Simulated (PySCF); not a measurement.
Computed shifts of a molecule C₂H₉FOSi₂, PBE0/pcSseg-1 (PySCF), GIAO, gas phase, atoms alike by connectivity averaged where their shifts nearly agree, in ppm (number of nuclei): ¹³C: 12.9 (1), 2.3 (1). ²⁹Si: -0.6 (1), -61.4 (1). ¹⁹F: -152.0 (1). ¹H: 5.08 (1), 4.15 (3), 2.65 (1), 1.44 (3), 0.70 (1). References: ¹³C against TMS (σ = 186.3 ppm); ²⁹Si against TMS (σ = 352.7 ppm); ¹⁷O against H2O (σ = 334.2 ppm); ¹⁹F against CFCl3 (σ = 167.2 ppm); ¹H against TMS (σ = 31.56 ppm), references at their B3LYP-D3(BJ)/def2-TZVP geometries, non-relativistic. Coordinates come from a B3LYP-D3(BJ)/def2-SVP optimisation. The values are those of a single conformer.

### Question
Pick the molecule that these values belong to.
(A) CO[SiH2][C@@H](F)[SiH3]
(B) C[C@H]([SiH3])[Si@H](O)F
(C) C[Si@H](CO)[SiH2]F
(D) O[Si@@H](F)CC[SiH3]

### Answer
B, C[C@H]([SiH3])[Si@H](O)F
